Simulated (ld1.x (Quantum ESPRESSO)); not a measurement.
## Reading a pseudo-wave (Ni (Z = 28))

Columns: radius, all-electron u(r) and pseudo u(r) of the 4p shell (level -7.51 eV) of nickel in the configuration [Ar] 3d8 4s1 4p0; Wu–Cohen, scalar-relativistic, PAW scheme, ld1.x (Quantum ESPRESSO) 7.5.

```json
{"r (bohr)": "0.143", "all-electron": "0.1360", "pseudo": "0.0062"}
{"r (bohr)": "0.285", "all-electron": "-0.0289", "pseudo": "0.0244"}
{"r (bohr)": "0.428", "all-electron": "-0.1902", "pseudo": "0.0538"}
{"r (bohr)": "0.570", "all-electron": "-0.2354", "pseudo": "0.0925"}
{"r (bohr)": "0.713", "all-electron": "-0.1921", "pseudo": "0.1391"}
{"r (bohr)": "0.855", "all-electron": "-0.1034", "pseudo": "0.1907"}
{"r (bohr)": "0.998", "all-electron": "0.0025", "pseudo": "0.2456"}
{"r (bohr)": "1.140", "all-electron": "0.1081", "pseudo": "0.3006"}
{"r (bohr)": "1.283", "all-electron": "0.2068", "pseudo": "0.3544"}
{"r (bohr)": "1.425", "all-electron": "0.2937", "pseudo": "0.4044"}
{"r (bohr)": "1.568", "all-electron": "0.3687", "pseudo": "0.4497"}
{"r (bohr)": "1.710", "all-electron": "0.4310", "pseudo": "0.4889"}
{"r (bohr)": "1.853", "all-electron": "0.4820", "pseudo": "0.5218"}
{"r (bohr)": "1.995", "all-electron": "0.5218", "pseudo": "0.5479"}
{"r (bohr)": "2.138", "all-electron": "0.5520", "pseudo": "0.5678"}
{"r (bohr)": "2.280", "all-electron": "0.5731", "pseudo": "0.5817"}
{"r (bohr)": "2.423", "all-electron": "0.5866", "pseudo": "0.5903"}
{"r (bohr)": "2.565", "all-electron": "0.5930", "pseudo": "0.5941"}
{"r (bohr)": "2.708", "all-electron": "0.5934", "pseudo": "0.5935"}
{"r (bohr)": "2.850", "all-electron": "0.5887", "pseudo": "0.5887"}
{"r (bohr)": "2.992", "all-electron": "0.5799", "pseudo": "0.5799"}
{"r (bohr)": "3.135", "all-electron": "0.5676", "pseudo": "0.5676"}
{"r (bohr)": "3.278", "all-electron": "0.5525", "pseudo": "0.5525"}
{"r (bohr)": "3.420", "all-electron": "0.5357", "pseudo": "0.5357"}
{"r (bohr)": "3.563", "all-electron": "0.5173", "pseudo": "0.5173"}
{"r (bohr)": "3.705", "all-electron": "0.4979", "pseudo": "0.4979"}
```

(1) How many radial nodes do the two functions have?

(2) At about which radius was the pseudo-wave matched?

(3) Is the pseudo-wave norm-conserving?

Results:

(1) The all-electron 4p function has n − l − 1 = 2; the pseudo-wave has 0, since the states of the same l below it are removed with the core.

(2) 2.85 bohr, where the columns begin to agree (steps of 0.14 bohr).

(3) No, it belongs to a PAW set: the norm inside the radius is not constrained, and the difference is carried by the augmentation charge.
